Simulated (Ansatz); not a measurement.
H2Si (SMILES [SiH2]), triplet, at a GFN2-xTB geometry; CCSD(T)/def2-SVPD (Ansatz, a first-principles code).

The Ansatz input:
Ansatz 0.2 input:
```yaml
crystal:
  periodic: [false, false, false]
  atoms:
    - {symbol: Si, position_ang: [-0.00166170, 0.08538378, 0.00495698]}
    - {symbol: H, position_ang: [-1.25761844, -0.62511866, 0.01233517]}
    - {symbol: H, position_ang: [1.28088231, -0.57025423, -0.08173290]}
basis:
  gaussian:
    orbitals: def2-SVPD
magnetization: {spin_polarized: true, initial_magnetization: 2}
correlation: {method: ccsd_t, electrons: outside_noble_gas}
accuracy: high
```

The log (banner, timings and long lists left out):

```
Functional definition: HF
687 factors; integrals over basis functions are off by at most 3.6e-9 eV
mean field evaluation 1: about -7888.3994 eV, gradient 6.6e0 eV
mean field evaluation 2: about -7888.4019 eV, gradient 6.6e0 eV
mean field evaluation 4: about -7889.0937 eV, gradient 7.3e-1 eV
mean field evaluation 8: about -7889.1085 eV, gradient 4.7e-4 eV
mean field evaluation 16: about -7889.0901 eV, gradient 7.2e-1 eV
mean field -7889.10851360 eV, -289.9193904451 hartree, gradient 2.3e-8 eV, S^2 2.006755; 0 other end points of the search recorded, 0 dependent functions left out
5 core orbitals not correlated
reference -7889.10851360 eV, -289.9193904451 hartree; 4, 2 occupied and 31, 33 virtual orbitals, 687 factors
second order -2.05225291 eV of doubles, -0.00000000 eV of singles
cycle   1  -2.48015139 eV  change   -4.3e-1 eV  update   5.1e-2
cycle   2  -2.64623839 eV  change   -1.7e-1 eV  update   2.1e-2
cycle   3  -2.65390268 eV  change   -7.7e-3 eV  update   6.7e-3
cycle   4  -2.65489807 eV  change   -1.0e-3 eV  update   1.8e-3
cycle   5  -2.65474349 eV  change    1.5e-4 eV  update   6.2e-4
cycle   6  -2.65474850 eV  change   -5.0e-6 eV  update   1.9e-4
cycle   7  -2.65484637 eV  change   -9.8e-5 eV  update   5.4e-5
cycle   8  -2.65484202 eV  change    4.4e-6 eV  update   1.8e-5
cycle   9  -2.65483176 eV  change    1.0e-5 eV  update   7.0e-6
cycle  10  -2.65483509 eV  change   -3.3e-6 eV  update   2.3e-6
cycle  11  -2.65483541 eV  change   -3.1e-7 eV  update   7.3e-7
cycle  12  -2.65483502 eV  change    3.8e-7 eV  update   2.3e-7
cycle  13  -2.65483485 eV  change    1.7e-7 eV  update   7.8e-8
cycle  14  -2.65483487 eV  change   -1.4e-8 eV  update   3.5e-8
cycle  15  -2.65483489 eV  change   -2.7e-8 eV  update   2.1e-8
cycle  16  -2.65483491 eV  change   -1.4e-8 eV  update   1.3e-8
cycle  17  -2.65483484 eV  change    7.2e-8 eV  update   5.5e-8
cycle  18  -2.65483481 eV  change    2.3e-8 eV  update   1.6e-8
cycle  19  -2.65483481 eV  change    3.0e-9 eV  update   4.7e-9
cycle  20  -2.65483481 eV  change    1.8e-9 eV  update   1.5e-9
cycle  21  -2.65483481 eV  change    1.0e-9 eV  update  5.3e-10
cycle  22  -2.65483481 eV  change   9.6e-11 eV  update  1.8e-10
perturbative correction -0.05809336 eV, -0.0021348914 hartree
Total energy: -7891.82144177 eV, -290.0190887163 hartree
```
